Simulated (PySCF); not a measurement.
Isomers of C5H14BP, from PySCF, PBE0-D3(BJ)/def2-SVP geometry optimisation, gas phase. One conformer each, no zero-point energy, no frequencies.

Question: Which is lower in electronic energy at this level?
A. `[BH3-:1][P+:2]([CH3:3])([CH3:4])[CH:5]1[CH2:6][CH2:7]1` with B1–P2–C5–C6 34°: A = 2817, B = 1556, C = 1539 MHz, dipole 5.05 D
B. `[CH3:1][C@H:2]1[CH2:3][C@H:4]([BH2-:5][PH3+:6])[CH2:7]1` with C3–C4–B5–P6 -52°, C1–C2–C3–C4 139°, C2–C3–C4–B5 104°, C3–C4–C7–C2 16°, C1–C2–C7–C4 -139°: A = 3501, B = 1260, C = 1114 MHz, dipole 3.64 D

Answer: A. That is `[BH3-][P+](C)(C)C1CC1`, 17.9 kcal/mol below the other.

```tsv
SMILES	mapped SMILES	E (Eh)	relative (kcal/mol)	relative (kJ/mol)	dipole (D)
[BH3-][P+](C)(C)C1CC1	[BH3-:1][P+:2]([CH3:3])([CH3:4])[CH:5]1[CH2:6][CH2:7]1	-564.48865	0.0	0.0	5.05
C[C@H]1C[C@H]([BH2-][PH3+])C1	[CH3:1][C@H:2]1[CH2:3][C@H:4]([BH2-:5][PH3+:6])[CH2:7]1	-564.46005	17.9	75.1	3.64
```

As drawn, the lower has a three-membered ring, which the higher lacks; the higher has a four-membered ring, which the lower lacks.
